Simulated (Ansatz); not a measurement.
Steps of a relaxation of C2H7AlGe, SMILES `C=[C]([AlH2])[GeH3]` with RKS PBE0-D4/def2-TZVP.

```sh
$ ansatz run in.yaml --threads 4 --pin off --events-out ev --progress --plain --max-ram 10444MiB
```

```yaml
crystal:
  periodic: [false, false, false]
  atoms:
    - {symbol: C, position_ang: [0.503375, 1.239667, 0.891942]}
    - {symbol: C, position_ang: [0.167642, 0.118798, 0.201829]}
    - {symbol: Al, position_ang: [1.110969, -1.538644, 0.655096]}
    - {symbol: Ge, position_ang: [-1.222949, 0.237517, -1.176430]}
    - {symbol: H, position_ang: [0.029101, 2.227371, 0.718479]}
    - {symbol: H, position_ang: [1.282227, 1.234625, 1.681133]}
    - {symbol: H, position_ang: [2.215001, -1.458681, 1.815109]}
    - {symbol: H, position_ang: [0.786666, -2.912118, -0.101758]}
    - {symbol: H, position_ang: [-1.793510, 1.683966, -1.223525]}
    - {symbol: H, position_ang: [-2.374307, -0.760674, -0.872048]}
    - {symbol: H, position_ang: [-0.638814, -0.128827, -2.569228]}
basis:
  gaussian: {orbitals: def2-TZVP}
hamiltonian: {xc: pbe0, dispersion: d4}
relax: {f_tol: 0.005, max_steps: 150}
```

Positions (Å) and forces (eV/Å) along the path, 9 of 9 steps:

```xyz
11
step=1 energy=-65289.9323 eV
C     0.503    1.240    0.892   -0.108   -0.355   -0.217
C     0.168    0.119    0.202    0.187    0.617    0.382
Al    1.111   -1.539    0.655   -0.012    0.110    0.022
Ge   -1.223    0.238   -1.176    0.033    0.033    0.041
H     0.029    2.227    0.718    0.240   -0.529    0.079
H     1.282    1.235    1.681   -0.412   -0.025   -0.424
H     2.215   -1.459    1.815   -0.133   -0.013   -0.143
H     0.787   -2.912   -0.102    0.032    0.175    0.085
H    -1.794    1.684   -1.224    0.084   -0.213    0.005
H    -2.374   -0.761   -0.872    0.170    0.148   -0.038
H    -0.639   -0.129   -2.569   -0.081    0.052    0.208
11
step=2 energy=-65289.9646 eV
C     0.496    1.223    0.882    0.007   -0.031   -0.011
C     0.166    0.115    0.199    0.028    0.109    0.071
Al    1.111   -1.526    0.658   -0.049    0.063   -0.030
Ge   -1.217    0.242   -1.169    0.047   -0.037    0.031
H     0.029    2.199    0.708    0.068   -0.134    0.036
H     1.265    1.216    1.662   -0.108    0.009   -0.107
H     2.207   -1.448    1.808   -0.018    0.008   -0.018
H     0.786   -2.885   -0.095    0.012    0.008    0.013
H    -1.782    1.678   -1.217    0.019   -0.020    0.009
H    -2.360   -0.746   -0.864    0.009    0.019   -0.009
H    -0.637   -0.123   -2.550   -0.016    0.006    0.014
11
step=3 energy=-65289.9662 eV
C     0.499    1.221    0.880   -0.037   -0.016    0.028
C     0.165    0.117    0.199    0.011   -0.033   -0.031
Al    1.106   -1.521    0.654    0.005    0.015   -0.001
Ge   -1.213    0.238   -1.168   -0.003    0.016    0.017
H     0.027    2.192    0.718    0.011    0.016   -0.018
H     1.265    1.213    1.656    0.012    0.000    0.004
H     2.199   -1.436    1.802    0.007    0.000    0.007
H     0.786   -2.883   -0.094   -0.002   -0.004   -0.001
H    -1.770    1.674   -1.212   -0.008    0.011   -0.008
H    -2.360   -0.745   -0.866   -0.003   -0.002    0.002
H    -0.638   -0.127   -2.550    0.006   -0.004    0.001
11
step=4 energy=-65289.9654 eV rejected
C     0.489    1.216    0.889    0.100    0.046   -0.105
C     0.165    0.116    0.198   -0.050   -0.050    0.013
Al    1.107   -1.520    0.653    0.001   -0.007    0.013
Ge   -1.214    0.239   -1.167    0.001    0.015   -0.008
H     0.038    2.193    0.707   -0.054    0.007    0.041
H     1.261    1.209    1.659   -0.004   -0.011    0.052
H     2.201   -1.433    1.801    0.008    0.001    0.004
H     0.790   -2.883   -0.094    0.002   -0.004   -0.005
H    -1.771    1.675   -1.213   -0.004    0.008   -0.004
H    -2.362   -0.743   -0.865   -0.002   -0.002    0.005
H    -0.639   -0.127   -2.548    0.002   -0.004   -0.006
11
step=5 energy=-65289.9665 eV
C     0.496    1.218    0.882   -0.007   -0.007    0.012
C     0.163    0.115    0.197    0.004   -0.017   -0.009
Al    1.108   -1.520    0.654    0.000    0.006   -0.003
Ge   -1.215    0.240   -1.169   -0.003    0.006    0.003
H     0.030    2.191    0.718    0.001    0.004   -0.008
H     1.263    1.206    1.659    0.004    0.003    0.003
H     2.203   -1.431    1.802    0.001    0.002    0.002
H     0.792   -2.885   -0.091    0.001   -0.002    0.000
H    -1.768    1.678   -1.217   -0.002    0.004   -0.003
H    -2.365   -0.739   -0.864   -0.001    0.001    0.001
H    -0.641   -0.130   -2.550    0.002   -0.002    0.001
11
step=6 energy=-65289.9666 eV
C     0.493    1.213    0.885   -0.005   -0.005   -0.006
C     0.162    0.112    0.196   -0.002   -0.001   -0.002
Al    1.111   -1.520    0.652    0.000    0.003    0.001
Ge   -1.217    0.242   -1.170    0.001   -0.003    0.000
H     0.027    2.187    0.719    0.005   -0.002    0.005
H     1.259    1.201    1.662   -0.001    0.006    0.002
H     2.205   -1.423    1.800    0.002   -0.001    0.001
H     0.803   -2.888   -0.091    0.000   -0.001   -0.001
H    -1.760    1.684   -1.224    0.000    0.003    0.000
H    -2.373   -0.727   -0.860   -0.001    0.001    0.001
H    -0.645   -0.138   -2.548    0.000    0.000    0.000
11
step=7 energy=-65289.9667 eV
C     0.490    1.211    0.886   -0.002   -0.004   -0.012
C     0.161    0.110    0.196   -0.002    0.004    0.006
Al    1.114   -1.520    0.652    0.003   -0.002   -0.002
Ge   -1.217    0.243   -1.170    0.000   -0.002   -0.002
H     0.025    2.184    0.721    0.003   -0.001    0.007
H     1.256    1.198    1.664   -0.002    0.005    0.002
H     2.207   -1.420    1.800   -0.001    0.000    0.000
H     0.810   -2.888   -0.092   -0.001    0.000    0.000
H    -1.752    1.688   -1.229    0.001    0.000    0.000
H    -2.380   -0.718   -0.857    0.001    0.001    0.000
H    -0.648   -0.145   -2.548   -0.001   -0.001    0.001
11
step=8 energy=-65289.9667 eV
C     0.489    1.209    0.887   -0.002   -0.004   -0.008
C     0.160    0.109    0.195    0.002    0.006    0.004
Al    1.116   -1.519    0.650   -0.004   -0.004    0.003
Ge   -1.218    0.243   -1.171   -0.001   -0.002   -0.001
H     0.023    2.183    0.723    0.001    0.001    0.005
H     1.254    1.196    1.665    0.000    0.002    0.001
H     2.208   -1.418    1.800    0.000    0.000   -0.002
H     0.814   -2.888   -0.094    0.002    0.001   -0.001
H    -1.747    1.690   -1.232    0.002   -0.002    0.000
H    -2.383   -0.713   -0.855    0.001    0.001    0.000
H    -0.650   -0.150   -2.548   -0.001    0.000    0.001
11
step=9 energy=-65289.9667 eV
C     0.488    1.209    0.887   -0.001   -0.002   -0.003
C     0.160    0.109    0.196    0.001    0.004    0.004
Al    1.116   -1.519    0.650    0.001   -0.001   -0.001
Ge   -1.218    0.243   -1.171   -0.001   -0.001   -0.002
H     0.022    2.183    0.724   -0.001    0.002    0.000
H     1.253    1.196    1.666    0.001   -0.001    0.001
H     2.209   -1.418    1.799   -0.001   -0.001   -0.001
H     0.816   -2.888   -0.096    0.000    0.001    0.001
H    -1.744    1.691   -1.235    0.001   -0.003    0.000
H    -2.385   -0.710   -0.853    0.000    0.001    0.000
H    -0.651   -0.154   -2.547    0.000    0.000    0.001
```

Run time 32 s (4 threads of an Arm Neoverse V2 on a shared host); peak host memory 0.54 GiB.
